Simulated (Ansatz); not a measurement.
One change: `CCBr` becomes `CCI`.

Ansatz, PBE0-D4/def2-TZVP geometries, multiplicity 1. 

Elements past krypton have def2 core potentials. Scalar relativity is left out up to krypton.

```json
{"property": "HOMO energy (PBE0/def2-TZVPP) / eV", "`CCBr`": "-7.83"}
{"property": "size of the dipole moment (ωB97M-V/def2-TZVPP) / D", "`CCBr`": "2.13"}
{"property": "zero-point energy (PBE0-D4/def2-TZVP) / kJ/mol", "`CCBr`": "173.6"}
{"property": "LUMO energy (PBE0/def2-TZVPP) / eV", "`CCBr`": "0.16"}
{"property": "HOMO–LUMO gap (PBE0/def2-TZVPP) / eV", "`CCBr`": "7.99"}
{"property": "HOMO–LUMO gap (B3LYP/def2-TZVPP) / eV", "`CCBr`": "7.44"}
```

Task: What does the change do to each property? (Best estimate.)

Result: Ansatz gave: 
```csv
property,`CCI`,shift
HOMO energy (PBE0/def2-TZVPP) / eV,-7.21,0.62
size of the dipole moment (ωB97M-V/def2-TZVPP) / D,1.99,-0.14
zero-point energy (PBE0-D4/def2-TZVP) / kJ/mol,172.2,-1.4
LUMO energy (PBE0/def2-TZVPP) / eV,-0.70,-0.86
HOMO–LUMO gap (PBE0/def2-TZVPP) / eV,6.51,-1.48
HOMO–LUMO gap (B3LYP/def2-TZVPP) / eV,6.02,-1.42
```

With PBE0 the HOMO rises by 0.62 eV and the LUMO falls by 0.86 eV, so the gap narrows by about 1.48 eV. PBE moves the HOMO by 0.47 eV and ωB97M-V by 0.72 eV. Dipoles are sizes alone; their direction can turn.

B3LYP here is the variant with VWN-RPA as its local correlation; programs differ in this.

Spin–orbit coupling is left out; it splits and shifts lone-pair levels of the heavy atoms by tenths of an eV.
